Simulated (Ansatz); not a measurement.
`F[B](Cl)[GeH3]` + HCl → `FB(Cl)Cl` + GeH₄ at 500 K and 1 bar (cleavage of the B–Ge bond).

Gas-phase electronic energies from Ansatz, PBE0-D4/def2-TZVP geometries. CBS: MP2 limit from def2 TZ/QZ plus the TZ coupled-cluster correction, frozen cores. This one scheme is used for every species. For Ge outer-core shells are correlated without core-valence functions, which leaves a few kJ/mol of doubt a bond. Scalar relativity is left out up to krypton.

| species | CCSD(T)/CBS energy (Eh) | H − E (kJ/mol) | S (J/(mol·K)) |
| --- | --- | --- | --- |
| `F[B](Cl)[GeH3]` | -2662.36419 | 120.3 | 395.6 |
| HCl | -460.38127 | 32.5 | 201.9 |
| `FB(Cl)Cl` | -1044.28221 | 50.6 | 320.5 |
| GeH₄ | -2078.49493 | 99.4 | 244.6 |

H − E and S are ideal-gas, rigid-rotor, harmonic terms from PBE0-D4/def2-TZVP. 1 Eh = 2625.50 kJ/mol, R = 8.31446 J/(mol·K).

By hand: ΔE, ΔH, ΔS and ΔG.

ΔE = (-1044.28221) + (-2078.49493) − (-2662.36419) − (-460.38127) = -0.03168 Eh = -83.2 kJ/mol. Δ(H − E) = 50.6 + 99.4 − 120.3 − 32.5 = -2.8, so ΔH = -86.0 kJ/mol. ΔS = 320.5 + 244.6 − 395.6 − 201.9 = -32.4 J/(mol·K). ΔG = -86.0 − 500 × (-32.4)/1000 = -69.8 kJ/mol.

By hand: the equilibrium constant, and the temperature at which ΔG would vanish if ΔH and ΔS stayed fixed.

log₁₀ K = −ΔG/(RT ln 10) = 7.3. ΔG = 0 at ΔH/ΔS = 2654 K, far beyond where these terms or the molecules hold.

ΔH outweighs TΔS. A doubt of 5 kJ/mol in ΔE shifts log₁₀ K by 0.5 here. Modes under 60 cm⁻¹, often nearly free rotors, make the harmonic entropy too high. These are equilibria of isolated gas molecules and say nothing of rates. Largest T1 diagnostic: 0.013 (customary marks: 0.02 for closed shells, 0.045 for open ones).
